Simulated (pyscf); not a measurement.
## H₃C–CH₂–Ga(CH₃)–CH₃ (SMILES C[CH2][Ga]([CH3])[CH3]), singlet

Gas-phase minimum from PySCF at ωB97X-D3(BJ)/def2-SVP, one conformer. 

```xyz
16

C      0.3826     1.8791    -1.3879
C     -0.4747     1.8364    -0.1183
Ga    -0.7729     0.0299     0.6318
C     -1.9124    -0.2295     2.2227
C      0.1023    -1.5181    -0.2286
H      0.5338     2.9065    -1.7618
H      1.3817     1.4443    -1.2171
H     -0.0766     1.3000    -2.2065
H     -0.0209     2.4559     0.6780
H     -1.4631     2.2985    -0.2986
H     -2.8116    -0.8085     1.9486
H     -1.3834    -0.8187     2.9906
H     -2.2437     0.7168     2.6771
H     -0.2684    -2.4858     0.1426
H     -0.0256    -1.4892    -1.3236
H      1.1899    -1.4795    -0.0403
```
Charge 0, spin multiplicity 1.

Bond lengths (Å): C1–C2 1.533, C1–H6 1.104, C1–H7 1.103, C1–H8 1.103, C2–Ga3 1.979, C2–H9 1.106, C2–H10 1.106, Ga3–C4 1.974, Ga3–C5 1.975, C4–H11 1.104, C4–H12 1.103, C4–H13 1.101, C5–H14 1.101, C5–H15 1.103 (the first ones only). Angles (°): C2–C1–H6 112.5, C2–C1–H7 111.6, C2–C1–H8 111.5, H6–C1–H7 107.2, H6–C1–H8 107.1, H7–C1–H8 106.6, C1–C2–Ga3 115.1, C1–C2–H9 110.6, C1–C2–H10 110.7, Ga3–C2–H9 107.5, Ga3–C2–H10 108.0, H9–C2–H10 104.5, C2–Ga3–C4 120.8, C2–Ga3–C5 118.9 (the first ones only).

Properties at ωB97X-D3(BJ)/def2-SVP:

* **Harmonic wavenumbers, unscaled**: 15, 36, 42, 103, 137, 152, 224, 270, 524, 564, 577, 591, 610, 696, 711, 769, 933, 968, 1065, 1235, 1237, 1239, 1252, 1408, 1437, 1438, 1442, 1444, 1445, 1481, 1491, 3046, 3053, 3055, 3056, 3095, 3129, 3139, 3144, 3145, 3170, 3171 cm⁻¹
* **Zero-point energy**: 85.4 kcal/mol
* **Rotational symmetry number**: 1
* **Entropy of this conformer at 298 K and 1 atm, rigid rotor and harmonic oscillator, modes under 100 cm⁻¹ raised to 100**: 395.3 J/(mol K)
* **Dipole moment**: 0.10 D

Single-point totals, which compare only within one level:

```csv
level,total energy (hartree)
ωB97X-D3(BJ)/def2-TZVP,-2084.03006
PBE/def2-TZVP,-2083.43117
r²SCAN/def2-TZVP,-2083.84509
B3LYP-D3(BJ)/def2-TZVP,-2084.04260
PBE0-D3(BJ)/def2-TZVP,-2083.51479
M06-2X/def2-TZVP,-2083.86705
ωB97M-D3(BJ)/def2-TZVP,-2084.02712
```

The lowest mode is so soft that the shape along it may change with the basis. Soft torsions are taken as harmonic, which can shift the entropy by several J/(mol K). Elements up to Kr have no core potential and no relativistic terms here.
